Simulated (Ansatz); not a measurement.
An input meant for Ge₃O₄ (charge 0, singlet; atoms displaced at random, 0.03 Å in each coordinate).

```yaml
crystal:
  periodic: [false, false, false]
  atoms:
    - {symbol: Ge, position_ang: [-0.559326, -2.066394, 0.606637]}
    - {symbol: Ge, position_ang: [0.247384, 0.571596, 0.474452]}
    - {symbol: Ge, position_ang: [-0.340527, 0.246956, -2.218714]}
    - {symbol: O, position_ang: [0.234646, -0.955578, -0.689599]}
    - {symbol: O, position_ang: [1.594719, 1.315473, 1.177671]}
    - {symbol: O, position_ang: [-0.665827, -0.556888, 1.533547]}
    - {symbol: O, position_ang: [-0.463739, 1.468375, -0.902193]}
basis:
  gaussian: {orbitals: def2-TZVP}
hamiltonian: {xc: {name: HF}}
correlation: {active_space: {window: {electrons: 3, orbitals: 2}}}
scf: {lower_state_search: off}
output: {forces: true}
```

```sh
$ ansatz run in.yaml --threads 4 --pin off --events-out ev --progress --plain --max-ram 4787MiB
```

It prints (some lines left out):

```
Functional definition: HF
1783 factors; integrals over basis functions are off by at most 8.5e-4 eV
mean field evaluation 1: about -177564.2373 eV, gradient 7.6e1 eV
mean field evaluation 2: about -177564.6063 eV, gradient 7.6e1 eV
mean field evaluation 4: about -177575.5255 eV, gradient 6.5e0 eV
mean field evaluation 8: about -177575.6993 eV, gradient 1.0e0 eV
mean field evaluation 16: about -177575.7030 eV, gradient 7.4e-6 eV
mean field -177575.70298401 eV, -6525.7867195278 hartree, gradient 7.4e-6 eV, S^2 0.000000; 0 other end points of the search recorded, 0 dependent functions left out
reference -177575.70298401 eV, -6525.7867195278 hartree; 64, 64 occupied and 204, 204 virtual orbitals, 1783 factors
Error: 3 electrons in 2 orbitals form no window around the highest filled level of the reference
```

Q: What is wrong with this run?

A: The active space doesn't fit the electrons. The run stopped with an error.
